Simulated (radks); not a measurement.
Problem. Hg+, 79 electrons, occupied as [Xe] 4f14 5d8 6s1 6p2 (not the ground configuration). Calculated with a radial shooting solver on a logarithmic mesh with Libxc functionals: scalar-relativistic Kohn-Sham, PBE, spin-polarised, spherical densities, point nucleus; open shells are filled with parallel spins first (spin-orbit coupling, left out, can overturn this in heavy ions). Some entries of the table are withheld. Estimate them.

| orbital | occ. | eigenvalue (hartree) | <r^2> (bohr^2) |
|---|---|---|---|
| 1s up | 1 | -3057.847 | 0.0003805 |
| 1s down | 1 | -3057.846 | 0.0003805 |
| 2s up | 1 | -542.5556 | 0.005793 |
| 2s down | 1 | -542.5483 | 0.005793 |
| 2p up | 3 | -467.8684 | 0.004898 |
| 2p down | 3 | -467.8620 | 0.004898 |
| 3s up | 1 | -129.3149 | 0.03732 |
| 3s down | 1 | -129.3113 | 0.03732 |
| 3p up | 3 | -107.7417 | 0.03848 |
| 3p down | 3 | -107.7377 | 0.03848 |
| 3d up | 5 | -85.07386 | 0.03187 |
| 3d down | 5 | -85.06805 | 0.03187 |
| 4s up | 1 | -29.01177 | 0.1798 |
| 4s down | 1 | -29.00365 | 0.1798 |
| 4p up | 3 | -21.94033 | 0.2057 |
| 4p down | 3 | -21.93247 | 0.2056 |
| 4d up | 5 | -13.55854 | 0.2328 |
| 4d down | 5 | -13.54939 | 0.2326 |
| 5s up | 1 | -5.08718 | 0.9053 |
| 5s down | 1 | -5.04027 | 0.9007 |
| 4f up | 7 | -4.26663 | 0.2809 |
| 4f down | 7 | -4.25450 | 0.2797 |
| 5p up | 3 | -3.17568 | 1.198 |
| 5p down | 3 | -3.11843 | 1.189 |
| 5d up | 5 | -1.03183 | 2.242 |
| 5d down | 3 | -0.95479 | 2.194 |
| 6s up | 1 | -0.74477 | (1) |
| 6s down | 0 | -0.64512 | (2) |
| 6p up | 2 | -0.41231 | 10.04 |
| 6p down | 0 | -0.31928 | 10.57 |

Solution. 
(1) 6s up <r^2> (bohr^2): 6.000
(2) 6s down <r^2> (bohr^2): 6.076
